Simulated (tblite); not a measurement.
Species: C3H9F3Si2.
Cartesian coordinates in Å at the GFN2-xTB level; atoms count from 1:
```xyz
17
C3H9F3Si2 angstrom
F     -0.720   -2.145   -1.264
C      0.425   -1.468   -1.454
F      1.368   -2.118   -0.758
F      0.737   -1.637   -2.753
C      0.312   -0.004   -1.089
C      0.311    0.244    0.417
Si    -1.076   -0.713    1.327
Si     0.271    2.126    0.741
H     -0.608    0.362   -1.549
H      1.157    0.499   -1.569
H      1.262   -0.126    0.812
H     -0.751   -2.134    1.421
H     -1.172   -0.156    2.677
H     -2.328   -0.504    0.601
H      0.394    2.367    2.175
H      1.395    2.746    0.033
H     -0.984    2.674    0.222
```

Level: GFN2-xTB in tblite, geometry and Hessian alike; calculated harmonic values, unscaled, isolated species. This tight-binding method is rough: wavenumbers can miss measured ones by several per cent, in bad cases by 10 to 20. Modes of hydrogen on silicon can be 10 to 20 % off. One conformer, not necessarily the lowest.

Harmonic wavenumbers (cm⁻¹): 41.4, 82.5, 114.7, 124.3, 165.1, 194.1, 223.5, 259.1, 336.2, 364.6, 472.7, 479.7, 512.6, 521.2, 531.1, 585.7, 587.5, 674.5, 761.1, 767.9, 779.0, 786.4, 798.3, 804.3, 824.8, 847.2, 911.8, 1032.9, 1050.0, 1087.1, 1117.9, 1194.1, 1196.5, 1279.6, 1325.5, 1457.4, 2240.4, 2264.0, 2266.1, 2277.6, 2300.4, 2301.4, 2931.0, 2960.0, 2985.8.

A = 2073, B = 861.5, C = 702.1 MHz; mass 158.019 u (most abundant isotopes); point group C1, symmetry number 1.

Task: What is the zero-point energy?

Result: ½Σν̃ = 23410 cm⁻¹ = 66.93 kcal/mol.

Task: Give the ideal-gas entropy at 500 K and 1 bar in the rigid-rotor, harmonic-oscillator model (classical rotation).

Result: Translation 43.68, rotation 31.47, vibration 55.22: S = 130.4 cal/(mol K).

Task: And Cp and H(500 K) − H(0)?

Result: Cp = 59.95 cal/(mol K), of which vibrations give 52.00 (their classical limit is 45 R = 89.4); H(500 K) − H(0) = 18.17 kcal/mol without the zero-point energy, 14.20 from vibrations.

Task: Blend soft modes into free rotors: weight 1/[1 + (100 cm⁻¹/ν̃)⁴] for the oscillator and the rest for a rotor with moment μB/(μ + B), μ = h/(8π²ν), B = 10⁻⁴⁴ kg m². What vibrational entropy results?

Result: 51.69 cal/(mol K) in place of 55.22, which changes −T·S at 500 K by +1.76 kcal/mol.

Task: Which modes carry the vibrational entropy at 500 K?

Result: 41.4 cm⁻¹: 6.22; 82.5 cm⁻¹: 4.85; 114.7 cm⁻¹: 4.20; 124.3 cm⁻¹: 4.04; 165.1 cm⁻¹: 3.48; 194.1 cm⁻¹: 3.17 cal/(mol K); the other 39 give 29.25 together.

Task: How do the functions run with temperature in this model?

Result: 
| T (K) | S (cal/(mol K)) | Cp (cal/(mol K)) | H − H(0) (kcal/mol) | G − H(0) (kcal/mol) | ln q(vib) |
| --- | --- | --- | --- | --- | --- |
| 150 | 80.6 | 25.7 | 2.48 | -9.60 | 3.22 |
| 250 | 96.6 | 37.8 | 5.66 | -18.48 | 6.15 |
| 298.15 | 103.7 | 43.2 | 7.62 | -23.30 | 7.58 |
| 400 | 117.8 | 52.7 | 12.52 | -34.59 | 10.59 |
| 600 | 141.8 | 65.6 | 24.46 | -60.62 | 16.30 |
| 900 | 170.8 | 77.0 | 46.02 | -107.69 | 24.05 |

q(vib) and H(0) count from the zero-point level.

Task: What must be added to the electronic energy to get the Gibbs energy at 500 K and 1 bar?

Result: ZPE + [H(500 K) − H(0)] − T·S = 66.93 + 18.17 − 65.18 = 19.92 kcal/mol.

Hindered rotation and anharmonicity are outside this model. Other conformers, if any are populated, would add a mixing term that is left out. The structure is chiral; the term R ln 2 for an equal mix with its mirror image is left out.
